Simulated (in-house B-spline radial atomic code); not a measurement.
# Ni2+: [Ar] 3d(3 up, 4 down) 4f(0 up, 1 down) (an excited or competing configuration)

All numbers are computed (non-relativistic LDA VWN5, spin-polarised, spherical fractional occupations; point nucleus) with a radial B-spline atomic code at the basis-set limit, not measured.

Z_r = [3n² - l(l+1)]/(2<r>); Z_e = n√(-2ε); the last column is Slater's effective charge. Values are occupation-weighted means over spin.

| shell | electrons | ε (eV) | <r> (bohr) | Z_r | Z_e | Slater |
| --- | --- | --- | --- | --- | --- | --- |
| 1s | 2 | -8140.6 | 0.05492 | 27.31 | 24.46 | 27.70 |
| 2s | 2 | -996.07 | 0.2488 | 24.12 | 17.11 | 23.85 |
| 2p | 6 | -875.13 | 0.2169 | 23.06 | 16.04 | 23.85 |
| 3s | 2 | -141.69 | 0.7463 | 18.09 | 9.68 | 16.75 |
| 3p | 6 | -104.59 | 0.7739 | 16.15 | 8.32 | 16.75 |
| 3d | 7 | -42.487 | 0.8924 | 11.77 | 5.30 | 7.90 |
| 4f | 1 | -6.3987 | 5.763 | 3.12 | 2.74 | 3.00 |

The least bound orbital is 4f down at -6.399 eV, and it is also the most diffuse (<r> = 5.763 bohr).
